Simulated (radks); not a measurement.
Q: These are the eigenvalues of the occupied orbitals of an atom or ion with whole-number occupations (hartree). Method: Dirac Kohn-Sham, SOGGA, spin-unpolarised, spherical densities, point nucleus; computed with a radial shooting solver on a logarithmic mesh with Libxc functionals.

orbital  eigenvalue
1s1/2     -3396.582
2s1/2     -737.9882
2p1/2     -716.3776
2p3/2     -634.9708
3s1/2     -281.3417
3p1/2     -272.7334
3p3/2     -252.1297
3d3/2     -239.8174

Which element is it, and in what charge state? The configuration may be excited. Open shells, if any, fill j = l - 1/2 first.

A: Z = 82, lead, charge +61: Pb61+ in [Ar] 3d3. The list shows which subshells hold electrons but not how many an open one holds; the 1s level, -3396.6 hartree, gives Z - s = 82.4 by -(Z - s)^2/2, which with screening and relativity narrows Z to a few neighbours, and the depths of the outer levels then fix element, charge and occupations together.
